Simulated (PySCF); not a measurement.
# How methods differ on the excitation energy of Zr

Zr [Kr] 4d2 5s2 (3F) → Zr [Kr] 4d2 5s1 5p1 (high-spin determinant), as a difference of total energies. Calculation: PySCF 2.14, in def2-QZVPPD with the def2 core potential (28 electrons) (7s5p4d3f2g, 81 functions); a scalar-relativistic core potential. Correlated levels: valence: 4s2 4p6 frozen. The calculations carry no spin-orbit coupling.

```
           method  excitation energy (cm⁻¹)
              UHF                    6747.6
    MP2 (valence)                     13226
SCS-MP2 (valence)                     15462
   CCSD (valence)                     14113
CCSD(T) (valence)                     14584
```

The determinant of the upper state mixes LS terms, which raises its energy above the lowest term, most at the Hartree-Fock and MP2 levels.
